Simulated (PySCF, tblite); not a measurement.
C₄H₆BNO₃.
Atom-mapped SMILES: `[N:1]#[C:2][C@H:3]1[CH2:4][O:5][CH2:6][B:7]([OH:8])[O:9]1` (hydrogens: H10 on C3; H11, H12 on C4; H13, H14 on C6; H15 on O8)

Cartesian coordinates in Å at the GFN2-xTB level; atoms count from 1:
```
atom  x, y, z in Å
N1    -2.6497    2.3788   -0.4068
C2    -1.8736    1.6504    0.0075
C3    -0.8910    0.7089    0.5127
C4    -1.1823   -0.7063   -0.0333
O5    -0.2437   -1.6219    0.4487
C6     1.0817   -1.3459   -0.0236
B7     1.3821    0.2249   -0.1202
O8     2.5966    0.6641   -0.4811
O9     0.4064    1.1405    0.1425
H10   -0.9540    0.6911    1.6124
H11   -2.1619   -1.0461    0.3087
H12   -1.1681   -0.6693   -1.1337
H13    1.2164   -1.8279   -1.0030
H14    1.7516   -1.8508    0.6736
H15    2.6850    1.6179   -0.5262
```

Jobs on this species (15 atoms, 66 electrons) with PySCF (density fitting) and tblite. Hardware of each: an Arm Neoverse V1 with one thread, no GPU, on a shared host. The host was shared with other jobs, so the times are rough.

Problem. Rank these jobs by wall time, shortest first.
A. wB97X-D/def2-SVPD; 8 singlets by full TDDFT, 3 Tamm–Dancoff triplets, polarisability; 237 basis functions
B. PBE0/pcSseg-1; shieldings, ring-centre shieldings, charges and field gradients; 183 basis functions
C. GFN2-xTB; L-BFGS relaxation

Solution. C (0.55 s), B (30 s), A (74 s).

All jobs:

| level and settings | work | basis functions | SCF cycles | wall time |
| --- | --- | --- | --- | --- |
| GFN2-xTB | L-BFGS relaxation | – | – | 0.55 s |
| PBE0/pcSseg-1 | shieldings, ring-centre shieldings, charges and field gradients | 183 | 14 | 30 s |
| wB97X-D/def2-SVPD | 8 singlets by full TDDFT, 3 Tamm–Dancoff triplets, polarisability | 237 | 14 | 74 s |

Problem. What do all jobs in the table cost together?

Solution. About 1.7 min; the longest takes about 71 % of that, and about 130 times as long as the shortest.
